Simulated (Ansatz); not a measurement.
Zn₆Te₆⁺, that is (ZnTe)6 ring with one electron fewer. The state is a doublet with charge 1. Geometry PBE-D4/def2-SVP, that of the neutral singlet; atoms count from 1.

Cartesian coordinates in Å:
```
Zn 2.626 -1.430 -0.096
Te 2.855 -0.886 2.318
Zn 0.619 -1.960 2.157
Te -1.652 -2.954 1.956
Zn -1.995 -0.514 2.292
Te -2.259 1.948 2.520
Zn -2.600 1.433 0.111
Te -2.878 0.844 -2.288
Zn -0.650 1.939 -2.169
Te 1.607 2.969 -1.988
Zn 2.010 0.535 -2.299
Te 2.317 -1.924 -2.514
```

In the def2 sets Te takes a core potential; there is no spin–orbit coupling. Single mean-field runs in def2-TZVP are fitted with def2-universal-jkfit.

Estimate the Mulliken populations from the PBE0/def2-TZVP orbitals of Ansatz.


| atom | charge (e) | spin (α − β) | d electrons |
| --- | --- | --- | --- |
| Zn1 | 0.20 | -0.02 | 10.07 |
| Te2 | 0.01 | 0.32 | – |
| Zn3 | 0.20 | -0.02 | 10.07 |
| Te4 | -0.04 | 0.13 | – |
| Zn5 | 0.18 | -0.02 | 10.07 |
| Te6 | -0.04 | 0.12 | – |
| Zn7 | 0.19 | -0.02 | 10.07 |
| Te8 | 0.01 | 0.32 | – |
| Zn9 | 0.20 | -0.02 | 10.07 |
| Te10 | -0.04 | 0.11 | – |
| Zn11 | 0.18 | -0.02 | 10.07 |
| Te12 | -0.04 | 0.12 | – |
Mulliken values depend strongly on the basis.

Where does the spin sit?

Summed by element: Zn -0.12, Te 1.12, of 1 unpaired in all. Largest on single atoms: Te8 0.32, Te2 0.32, Te4 0.13.

And the Mayer bond orders between heavy atoms (over 0.3)?

Zn1–Te2 0.99 (2.49 Å); Zn1–Te12 1.06 (2.49 Å); Te2–Zn3 0.99 (2.49 Å); Zn3–Te4 1.05 (2.49 Å); Te4–Zn5 1.03 (2.49 Å); Zn5–Te6 1.03 (2.49 Å); Te6–Zn7 1.06 (2.49 Å); Zn7–Te8 0.98 (2.49 Å); Te8–Zn9 0.99 (2.49 Å); Zn9–Te10 1.06 (2.49 Å); Te10–Zn11 1.03 (2.49 Å); Zn11–Te12 1.03 (2.49 Å).
